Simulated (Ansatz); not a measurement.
A nudged elastic band was laid between two geometries of C2H7NSSn (12 atoms, charge 0, multiplicity 1).

Level of theory: RKS PBE/def2-SVP in Ansatz.

```json
{"movable images": "5", "climbing image": "yes", "spring": "5.0 eV/Å²", "optimiser": "quadratic models (default)", "start path": "through a guess of the saddle point", "force threshold": "0.05 eV/Å", "iteration limit": "60", "end points": "relaxed"}
```

Initial state:

```xyz
12
Properties=species:S:1:pos:R:3
C -0.348 1.223 2.140
N 0.026 0.147 1.247
C 0.091 0.361 -0.008
Sn 0.699 -1.324 -1.257
S -0.028 -0.990 -3.582
H -0.564 2.192 1.626
H 0.466 1.380 2.880
H -1.240 0.916 2.726
H -0.136 1.361 -0.470
H 0.036 -2.785 -0.613
H 2.422 -1.410 -1.381
H -1.348 -1.128 -3.274
```

Final state:

```xyz
12
Properties=species:S:1:pos:R:3
C 0.019 0.663 1.720
N -0.133 0.255 0.335
C -0.640 1.038 -0.540
Sn 0.561 -2.021 -0.216
S 0.365 -1.507 -2.682
H -0.339 1.699 1.907
H 1.090 0.587 2.000
H -0.538 -0.041 2.372
H -0.990 2.060 -0.278
H -0.704 0.669 -1.587
H 2.216 -1.302 -0.181
H -0.829 -2.155 -2.816
```

Task: Which bonds break or form, and what moves?

Result: Bonds broken: C3–Sn4, Sn4–H10. Bonds formed: C3–H10.

Task: Give the energies along the band, and the barrier.

Result: The forces met the threshold. The highest image is number 2 of 0 to 6, 1.73 eV above the first end and 2.90 eV above the last; the last end lies 1.17 eV below the first. The profile has 2 maxima (images 2, 5) with wells between them (image 4): this band takes more than one step, which may be the mechanism or a detour left from its start path. Neighbouring images differ by up to 2.2 eV, so the band resolves the path poorly. A vibrational analysis at the climbing image gives one clearly imaginary mode, 780i cm⁻¹: a first-order saddle point. The orbitals stay closed-shell, which can raise the energy where a bond breaks towards radicals; this wasn't checked here.

| image | path coordinate (Å) | energy (eV) | C3–Sn4 (Å) | Sn4–H10 (Å) | C3–H10 (Å) |
| --- | --- | --- | --- | --- | --- |
| 0 | 0.00 | 0.00 | 2.18 | 1.73 | 3.20 |
| 1 | 2.70 | 0.05 | 2.18 | 1.74 | 3.27 |
| 2 | 5.39 | 1.73 | 2.49 | 1.73 | 1.97 |
| 3 | 7.70 | -0.45 | 3.16 | 2.69 | 1.11 |
| 4 | 10.00 | -1.12 | 3.26 | 3.18 | 1.11 |
| 5 | 12.31 | -1.09 | 3.31 | 3.28 | 1.11 |
| 6 | 14.62 | -1.17 | 3.30 | 3.27 | 1.11 |

Task: What is the geometry of the highest image?

Result: 
```xyz
12
Properties=species:S:1:pos:R:3
C -0.142 1.333 2.044
N 0.388 0.269 1.212
C -0.121 -0.053 0.113
Sn 0.866 -1.695 -1.476
S -0.450 -0.581 -3.234
H 0.640 2.109 2.183
H -0.363 0.930 3.055
H -1.061 1.817 1.634
H -1.059 0.368 -0.342
H -0.120 -2.014 -0.084
H 2.316 -0.788 -1.239
H -0.816 -1.749 -3.832
```

The run took 6.9 min on 2 threads of Arm Neoverse V2, with other jobs on the host, peak memory 0.17 GiB.
